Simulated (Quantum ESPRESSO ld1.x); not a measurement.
Results of a calculation; reference values are marked as such.
Task: Valence configurations of Ag (all share [Kr]). Level of theory: Dirac Kohn-Sham, relativistic LDA (MacDonald-Vosko exchange, VWN5 correlation), spin-unpolarised, spherical densities, point nucleus; open shells fill j = l - 1/2 first (ld1.x of Quantum ESPRESSO 7.5). Order these by energy: 4d10 5s1; 4d9.5 5s1.5; 4d7 5s2 5p2; 4d8.5 5s2 5p0.5; 4d7 5s1 5p3; 4d10 5p1; 4d9 5s1 5p1; 4d8 5s2 5p1; 4d9 5s2; 4d8.5 5s1 5p1.5.

Result: From the lowest, in eV above it: 4d10 5s1 0.000; 4d9.5 5s1.5 1.629; 4d9 5s2 3.776; 4d10 5p1 3.888; 4d9 5s1 5p1 8.214; 4d8.5 5s2 5p0.5 8.798; 4d8.5 5s1 5p1.5 13.630; 4d8 5s2 5p1 14.733; 4d7 5s2 5p2 29.387; 4d7 5s1 5p3 35.674. NIST lists [Kr] 4d10 5s1 as the ground configuration; this level of theory agrees among the configurations tried. The energies are those of spherical spin-averaged densities, not of single terms.
